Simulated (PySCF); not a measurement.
¹⁵N chemical shifts

Calculated, not measured (PySCF 2.14.0 with density-fitted response routines): coordinates at the GFN2-xTB level, σ from GIAO-PBE0/pcSseg-1. Non-relativistic Hamiltonian, no solvent model, one conformer, equivalent nuclei averaged.

Shieldings were converted by a linear fit to measured shifts: ¹⁵N: δ = -148.07 − 0.921σ (rms 6.3 ppm, 71 shifts vs CH3NO2, solution or neat liquid). A few per cent of atoms miss by over 2 rms, more outside the fitted compound classes.

Question: Give the ¹⁵N shifts of `Fc1nnco1`, `C=Cc1nnn(C)c1C`, `COC(=O)c1ccpcn1`, `CC[C@@](F)(C(F)F)[C@H](C)C#N`, `C=Cc1nn(C)nc1C`, `CSc1cnnc(C)c1C`.

Answer: 
```json
{"compound": "[F:1][c:2]1[n:3][n:4][cH:5][o:6]1", "environment": "N4: pyridine-type nitrogen of an azole", "δ (ppm)": "-66.0"}
{"compound": "[F:1][c:2]1[n:3][n:4][cH:5][o:6]1", "environment": "N3: pyridine-type nitrogen of an azole", "δ (ppm)": "-119.6"}
{"compound": "[CH2:1]=[CH:2][c:3]1[n:4][n:5][n:6]([CH3:7])[c:8]1[CH3:9]", "environment": "N5: pyridine-type nitrogen of an azole", "δ (ppm)": "-24.9"}
{"compound": "[CH2:1]=[CH:2][c:3]1[n:4][n:5][n:6]([CH3:7])[c:8]1[CH3:9]", "environment": "N4: pyridine-type nitrogen of an azole", "δ (ppm)": "-47.2"}
{"compound": "[CH2:1]=[CH:2][c:3]1[n:4][n:5][n:6]([CH3:7])[c:8]1[CH3:9]", "environment": "N6: pyrrole-type ring nitrogen", "δ (ppm)": "-156.4"}
{"compound": "COC(=O)c1ccpcn1", "environment": "pyridine-type ring nitrogen", "δ (ppm)": "-48.9"}
{"compound": "CC[C@@](F)(C(F)F)[C@H](C)C#N", "environment": "nitrile nitrogen", "δ (ppm)": "-114.4"}
{"compound": "[CH2:1]=[CH:2][c:3]1[n:4][n:5]([CH3:6])[n:7][c:8]1[CH3:9]", "environment": "N7: pyridine-type nitrogen of an azole", "δ (ppm)": "-61.7"}
{"compound": "[CH2:1]=[CH:2][c:3]1[n:4][n:5]([CH3:6])[n:7][c:8]1[CH3:9]", "environment": "N4: pyridine-type nitrogen of an azole", "δ (ppm)": "-62.8"}
{"compound": "[CH2:1]=[CH:2][c:3]1[n:4][n:5]([CH3:6])[n:7][c:8]1[CH3:9]", "environment": "N5: pyrrole-type ring nitrogen", "δ (ppm)": "-152.5"}
{"compound": "[CH3:1][S:2][c:3]1[cH:4][n:5][n:6][c:7]([CH3:8])[c:9]1[CH3:10]", "environment": "N5: pyridine-type ring nitrogen", "δ (ppm)": "20.4"}
{"compound": "[CH3:1][S:2][c:3]1[cH:4][n:5][n:6][c:7]([CH3:8])[c:9]1[CH3:10]", "environment": "N6: pyridine-type ring nitrogen", "δ (ppm)": "3.5"}
```
